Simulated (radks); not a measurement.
Results of a calculation; reference values are marked as such.
Task: All-electron atom: Cd+ in [Kr] 4d10 5s1. Level of theory: scalar-relativistic Kohn-Sham, PBEsol, spin-polarised, spherical densities, finite nucleus; open shells are filled with parallel spins first (spin-orbit coupling, left out, can overturn this in heavy ions); Fermi nuclear charge, rms radius 4.6087 fm (a radial shooting solver on a logarithmic mesh with Libxc functionals). Some entries of the table are withheld. Estimate them.

orbital,occ.,eigenvalue (hartree),<1/r> (bohr^-1),<r> (bohr)
1s up,1,-974.5422,50.62,0.03041
1s down,1,-974.5411,50.62,0.03041
2s up,1,-144.9656,11.52,0.1317
2s down,1,-144.9655,11.52,0.1317
2p up,3,-130.1382,11.11,0.1149
2p down,3,-130.1380,11.11,0.1149
3s up,1,-27.27164,4.060,0.3586
3s down,1,-27.27091,4.060,0.3586
3p up,3,-22.40761,3.868,0.3573
3p down,3,-22.40689,3.868,0.3573
3d up,5,-14.78760,3.641,0.3348
3d down,5,-14.78709,3.641,0.3348
4s up,1,-4.21251,1.573,(1)
4s down,1,-4.21172,1.573,(2)
4p up,3,-2.78368,1.416,0.9610
4p down,3,-2.78204,1.417,0.9598
4d up,5,-0.75745,1.056,1.280
4d down,5,-0.74815,1.066,1.265
5s up,1,-0.49753,0.4862,2.624
5s down,0,-0.45863,0.4874,2.627

Result: 
(1) 4s up <r> (bohr): 0.8794
(2) 4s down <r> (bohr): 0.8791
